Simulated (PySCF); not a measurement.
C6H8F2O.
InChI=1S/C6H8F2O/c1-3-4-5(2)9-6(7)8/h3-4,6H,2H2,1H3/b4-3+

All values: B3LYP/def2-SVPD (PySCF, non-relativistic), on one gas-phase PBE0-D3(BJ)/def2-SVP geometry that isn't relaxed in the solvent. The solvent is an IEF-PCM continuum (Bondi radii, 1.10 Å for H, scaled by 1.2), and excitations are vertical TDDFT with non-equilibrium linear response and a frozen core. Specific hydrogen bonds and non-electrostatic terms are outside this model.

Gas-phase singlets (H = HOMO, L = LUMO):

```
state  E (eV)  λ (nm)      f  leading configurations
   S1   5.524     224  0.651                 H→L 96%
   S2   6.164     201  0.005               H→L+1 96%
   S3   6.393     194  0.044    H-1→L 80%, H→L+4 13%
   S4   6.557     189  0.010    H→L+2 87%, H→L+3 10%
   S5   6.702     185  0.003     H→L+3 85%, H→L+2 9%
```

Task: Give the list for benzene (ε = 2.271), n² = 2.25.

Result: 
```tsv
state	E (eV)	λ (nm)	f	leading configurations	change by rank (eV)
S1	5.294	234	0.794	H→L 97%	-0.230
S2	6.168	201	0.005	H→L+1 96%	+0.004
S3	6.389	194	0.037	H-1→L 82%, H→L+4 11%	-0.004
S4	6.601	188	0.015	H→L+2 85%, H→L+3 12%	+0.044
S5	6.728	184	0.002	H→L+3 82%, H→L+2 11%	+0.026
```

Task: Give the list for chloroform (ε = 4.711), n² = 2.09.

Result: 
```csv
state,E (eV),λ (nm),f,leading configurations,change by rank (eV)
S1,5.314,233,0.784,H→L 97%,-0.210
S2,6.180,201,0.004,H→L+1 96%,+0.016
S3,6.401,194,0.034,"H-1→L 82%, H→L+4 11%",+0.008
S4,6.637,187,0.016,"H→L+2 80%, H→L+3 17%",+0.080
S5,6.747,184,0.002,"H→L+3 78%, H→L+2 15%",+0.045
```

Task: The ground-state energy changes by -0.128 eV from gas to chloroform. By how much does the total energy of gas-phase S1 change?

Result: E(S1) = E(S0) + excitation energy, so it changes by -0.128 − 0.210 = -0.338 eV: it is lowered more than the ground state, which is what a red shift means. This is the vertical state, with the slow part of the continuum still set for S0.

Task: How do the frontier levels move from gas to chloroform?

Result: 
```json
{"orbital": "LUMO+2", "gas (eV)": "0.76", "solvent (eV)": "0.95", "change (eV)": "+0.19"}
{"orbital": "LUMO+1", "gas (eV)": "0.45", "solvent (eV)": "0.59", "change (eV)": "+0.14"}
{"orbital": "LUMO", "gas (eV)": "-1.18", "solvent (eV)": "-1.06", "change (eV)": "+0.12"}
{"orbital": "HOMO", "gas (eV)": "-6.57", "solvent (eV)": "-6.46", "change (eV)": "+0.11"}
{"orbital": "HOMO-1", "gas (eV)": "-8.29", "solvent (eV)": "-8.21", "change (eV)": "+0.08"}
{"orbital": "HOMO-2", "gas (eV)": "-9.93", "solvent (eV)": "-9.76", "change (eV)": "+0.17"}
{"orbital": "HOMO-3", "gas (eV)": "-10.10", "solvent (eV)": "-9.99", "change (eV)": "+0.11"}
```

The HOMO–LUMO gap goes from 5.40 to 5.40 eV. Rows go by rank; for LUMO+1 and LUMO+2 the atom shares or the degeneracy differ between the runs, so the row needn't follow one orbital.

Shape of the structure used: `[CH2:1]=[C:2](/[CH:3]=[CH:4]/[CH3:5])[O:6][CH:7]([F:8])[F:9]`: C1–C2–C3–C4 179°, C1–C2–O6–C7 -22°, C2–O6–C7–F8 -162°.
